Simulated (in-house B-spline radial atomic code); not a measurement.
S VII (S6+): [He] 2s2 2p6

Method: non-relativistic BHandHLYP, spin-polarised, spherical fractional occupations, exact exchange averaged over the configuration, point nucleus. Calculated with a radial B-spline atomic code at the basis-set limit.

Z_r = [3n² - l(l+1)]/(2<r>); Z_e = n√(-2ε); the last column is Slater's effective charge. Values are occupation-weighted means over spin.

```tsv
shell	electrons	ε (eV)	<r> (bohr)	Z_r	Z_e	Slater
1s	2	-2558.5	0.09719	15.43	13.71	15.70
2s	2	-328.79	0.4747	12.64	9.83	11.85
2p	6	-271.14	0.436	11.47	8.93	11.85
```

The least bound orbital is 2p at -271.1 eV, while the most diffuse is 2s (<r> = 0.4747 bohr against 0.436 bohr): energy order and size order differ.
